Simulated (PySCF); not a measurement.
Geometry (Å), atoms numbered from 1 in this order:
```xyz
21

C     2.9015   -0.7253   -0.0747
C     1.4193   -0.6776    0.0114
N     0.6846   -1.7640    0.0557
N    -0.6051   -1.3977    0.1316
C    -1.6427   -2.3827    0.1969
C    -0.7300   -0.0465    0.1378
C    -1.8472    0.7838    0.2022
C    -1.6197    2.1396    0.1880
C    -0.3239    2.6705    0.1126
C     0.7827    1.8588    0.0476
C     0.5850    0.4770    0.0600
H     3.2322   -1.7596   -0.0931
H     3.2442   -0.2223   -0.9783
H     3.3452   -0.2212    0.7833
H    -1.1693   -3.3618    0.1688
H    -2.3235   -2.2838   -0.6524
H    -2.2136   -2.2816    1.1234
H    -2.8457    0.3772    0.2595
H    -2.4583    2.8188    0.2359
H    -0.2034    3.7437    0.1055
H     1.7787    2.2716   -0.0118
```

Theory: geometry: GFN2-xTB, NMR shieldings at PBE0/pcSseg-1/GIAO, in PySCF 2.14 (non-relativistic Hamiltonian, averaged over atoms made equivalent by symmetry, fast rotation or ring inversion, one computed conformer, isolated molecule).

Q: List the cross peaks expected in HSQC, COSY and HMBC spectra.

A: 

HSQC (one-bond C–H):
```
                δH           δC
        7.98 (H21)  125.3 (C10)
        7.63 (H19)   130.0 (C8)
        7.51 (H18)   112.3 (C7)
        7.44 (H20)   124.2 (C9)
4.18 (H15/H16/H17)    36.9 (C5)
2.73 (H12/H13/H14)    14.7 (C1)
```

COSY cross peaks (H two or three bonds apart, from the bond graph; peaks can be absent where the dihedral angle is near 90°):
```
        δH          δH
7.98 (H21)  7.44 (H20)
7.63 (H19)  7.51 (H18)
7.63 (H19)  7.44 (H20)
```

HMBC (two and three bonds, from the bond graph):
```
                δH                                                           δC
        7.98 (H21)  145.4 (C6), 143.5 (C2), 130.1 (C11), 130.0 (C8), 124.2 (C9)
        7.63 (H19)              145.4 (C6), 125.3 (C10), 124.2 (C9), 112.3 (C7)
        7.51 (H18)              145.4 (C6), 130.1 (C11), 130.0 (C8), 124.2 (C9)
        7.44 (H20)             130.1 (C11), 130.0 (C8), 125.3 (C10), 112.3 (C7)
4.18 (H15/H16/H17)                                                   145.4 (C6)
2.73 (H12/H13/H14)                                      143.5 (C2), 130.1 (C11)
```

Shifts are taken against calculated references (same method and geometry level): ¹H (31.72 ppm) and ¹³C (186.93 ppm) vs TMS.

Shifts are as computed. Against solution values, carbons near 30 ppm lie about +3 ppm off and those near 130 ppm about +5 ppm. Of 1211 compounds with measured shifts, 218 miss one by over three times the rms of a fit or turn the order of signals round; such compounds aren't used in these exercises.
